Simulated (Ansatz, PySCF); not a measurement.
Breaking the Ge6–H7 bond in CH6BeGe (SMILES [CH3][Be][GeH3]) (multiplicity 1 held, fragments rigid). Energies count from the point at 1.546 Å.
Geometry at that point (charge 0, multiplicity 1):
```xyz
9

Be    -0.184     1.049    -0.755
C     -0.419     2.393    -1.721
H     -1.227     3.031    -1.346
H     -0.683     2.118    -2.748
H      0.478     3.018    -1.780
Ge     0.126    -0.721     0.519
H      0.981    -1.818    -0.158
H      0.848    -0.399     1.848
H     -1.192    -1.420     0.925
```

Restricted levels (R-, RO-) in cc, def2 and unpolarised 6-31G sets keep to the state of the molecule at rest. Left out are points that failed, MP2 points in a non-variational dive below the minimum, coupled-cluster points behind a sign of a changed root (a jump of the amplitudes, or a one-step jump against full CI or MRCI), small-basis points behind a change of solution, and semi-empirical points at long bonds.

Cores are frozen in the correlated methods. Filled d and f shells under p-block atoms count as core. Rows in 3-21G, LANL2DZ carry no dispersion term and start afresh at each structure; the Pople sets are all-electron and without relativity. LANL2DZ brings its own core potentials from Na on.

The values were computed with Ansatz (Gaussian basis) for Hartree–Fock, density functionals and correlated methods; PySCF for 3-21G rows, LANL2DZ rows. 

Energies in kcal/mol.

```json
[
 {"R (Å)": "1.237", "R-HF/3-21G": "28.5", "R-HF/cc-pVTZ": "30.1", "R-PBE/cc-pVTZ": "29.0", "R-B3LYP/LANL2DZ": "29.7", "R-CCSD(T)/cc-pVTZ": "30.6"},
 {"R (Å)": "1.392", "R-HF/3-21G": "5.7", "R-HF/cc-pVTZ": "5.8", "R-PBE/cc-pVTZ": "5.8", "R-B3LYP/LANL2DZ": "6.1", "R-CCSD(T)/cc-pVTZ": "6.2"},
 {"R (Å)": "1.546", "R-HF/3-21G": "0.0", "R-HF/cc-pVTZ": "0.0", "R-PBE/cc-pVTZ": "0.0", "R-B3LYP/LANL2DZ": "0.0", "R-CCSD(T)/cc-pVTZ": "0.0"},
 {"R (Å)": "1.701", "R-HF/3-21G": "3.4", "R-HF/cc-pVTZ": "3.9", "R-PBE/cc-pVTZ": "3.1", "R-B3LYP/LANL2DZ": "3.0", "R-CCSD(T)/cc-pVTZ": "3.3"},
 {"R (Å)": "1.855", "R-HF/3-21G": "11.6", "R-HF/cc-pVTZ": "12.7", "R-PBE/cc-pVTZ": "10.6", "R-B3LYP/LANL2DZ": "10.6", "R-CCSD(T)/cc-pVTZ": "11.1"},
 {"R (Å)": "2.087", "R-HF/3-21G": "28.0", "R-HF/cc-pVTZ": "29.7", "R-PBE/cc-pVTZ": "24.8", "R-B3LYP/LANL2DZ": "25.4", "R-CCSD(T)/cc-pVTZ": "26.0"},
 {"R (Å)": "2.319", "R-HF/3-21G": "45.8", "R-HF/cc-pVTZ": "47.4", "R-PBE/cc-pVTZ": "39.4", "R-B3LYP/LANL2DZ": "40.7", "R-CCSD(T)/cc-pVTZ": "40.8"},
 {"R (Å)": "2.706", "R-HF/3-21G": "74.0", "R-HF/cc-pVTZ": "74.4", "R-PBE/cc-pVTZ": "60.4", "R-B3LYP/LANL2DZ": "63.8", "R-CCSD(T)/cc-pVTZ": "60.4"},
 {"R (Å)": "3.092", "R-HF/3-21G": "98.5", "R-HF/cc-pVTZ": "96.6", "R-PBE/cc-pVTZ": "76.3", "R-B3LYP/LANL2DZ": "82.0", "R-CCSD(T)/cc-pVTZ": "71.8"},
 {"R (Å)": "3.556", "R-HF/3-21G": "122.3", "R-HF/cc-pVTZ": "117.4", "R-PBE/cc-pVTZ": "89.3", "R-B3LYP/LANL2DZ": "97.9", "R-CCSD(T)/cc-pVTZ": "76.0"},
 {"R (Å)": "4.175", "R-HF/3-21G": "145.8", "R-HF/cc-pVTZ": "137.4", "R-PBE/cc-pVTZ": "99.6", "R-B3LYP/LANL2DZ": "111.5", "R-CCSD(T)/cc-pVTZ": "72.9"},
 {"R (Å)": "4.948", "R-HF/3-21G": "164.1", "R-HF/cc-pVTZ": "153.8", "R-PBE/cc-pVTZ": "105.8", "R-B3LYP/LANL2DZ": "left out", "R-CCSD(T)/cc-pVTZ": "67.7"}
]
```

Doubts at one or more of the structures used: a restricted determinant that unrestricted orbitals would lower (R-HF/3-21G, R-HF/cc-pVTZ, R-PBE/cc-pVTZ, R-CCSD(T)/cc-pVTZ); other coupled-cluster roots lie near (R-CCSD(T)/cc-pVTZ); T1 above 0.05 (R-CCSD(T)/cc-pVTZ).

Ansatz is an electronic-structure program.
